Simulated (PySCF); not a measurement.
Magnetic shielding above rings: a mixed set.

NICS = −σ at a ghost point: NICS(0) at the centroid of the ring atoms, NICS(1) 1 Å to either side along the normal of their mean plane, zz for the tensor component along that normal. Level: GIAO PBE0/pcSseg-1 (PySCF, non-relativistic, gas phase) on the GFN2-xTB geometries, one conformer each. Atom numbers follow the mapped SMILES.

Question: Order these rings by mean NICS(1)zz, lowest (most negative) first (ppm).
A. ring C3–C4–C5–O6–C7–C8 in `[CH2:1]=[CH:2][CH:3]1[CH:4]=[CH:5][O:6][CH:7]=[CH:8]1`
B. ring C2–C3–P4–C5–N7–C8 in `[CH3:1][c:2]1[cH:3][p:4][c:5]([F:6])[n:7][c:8]1[CH:9]=[O:10]`
C. ring C1–C2–C3–C9 in `[CH2:1]1[CH2:2][C:3](=[N:4][CH:5]2[CH2:6][CH2:7][CH2:8]2)[CH2:9]1`
D. ring C4–C5–O6–Si7–C8 in `[CH3:1][C:2]#[C:3][C@H:4]1[CH2:5][O:6][SiH2:7][CH2:8]1`
E. ring C4–C5–C6 in `[CH3:1][O:2]/[CH:3]=[C:4]1/[CH2:5][C@:6]1([F:7])[C:8]#[N:9]`
F. ring Si3–C5–C6–C7–Si8–C10 in `[CH:1]#[C:2][Si@@:3]1([Cl:4])[CH2:5][CH2:6][CH2:7][Si@@H:8]([OH:9])[CH2:10]1`
G. ring C6–C7–C8–C9–C10–C11 in `[CH2:1]=[C:2]([C:3](=[O:4])[Cl:5])[c:6]1[cH:7][cH:8][cH:9][cH:10][cH:11]1`

Answer: G (-29.2), B (-24.5), E (-16.3), D (-3.7), C (1.8), F (3.3), A (5.6).

```tsv
SMILES	ring	NICS(0)	NICS(1)	NICS(1)zz	HOMA	rms pucker (Å)	ring atoms with four or more neighbours
C=C(C(=O)Cl)c1ccccc1	6-membered carbocycle; formal bonds all aromatic	-8.6	-11.1	-29.2	1.00	0.00	0
Cc1cpc(F)nc1C=O	6-membered ring with N and P; formal bonds all aromatic	-8.1	-10.7	-24.5	0.85	0.00	0
CO/C=C1/C[C@]1(F)C#N	3-membered carbocycle; formal bonds all single	-31.8	-7.4	-16.3	–	0.00	2
CC#C[C@H]1CO[SiH2]C1	5-membered ring with O and Si; formal bonds all single	-6.4	-3.4	-3.7	–	0.16	4
C1CC(=NC2CCC2)C1	4-membered carbocycle; formal bonds all single	5.5	-0.6	1.8	–	0.01	3
C#C[Si@@]1(Cl)CCC[Si@@H](O)C1	6-membered ring with 2 Si; formal bonds all single	-2.4	-2.2	3.3	–	0.25	6
C=CC1C=COC=C1	6-membered ring with O; formal bonds 2 double, 4 single	2.8	0.3	5.6	–	0.03	1
```

NICS(0) gives another order. The isotropic NICS(1) gives another order. HOMA uses Krygowski's 1993 parameters; it is left out where a ring has a four-coordinate atom, a triple bond, no multiple bond or a kind of bond without parameters. NICS(1) and NICS(1)zz are means over the two faces.
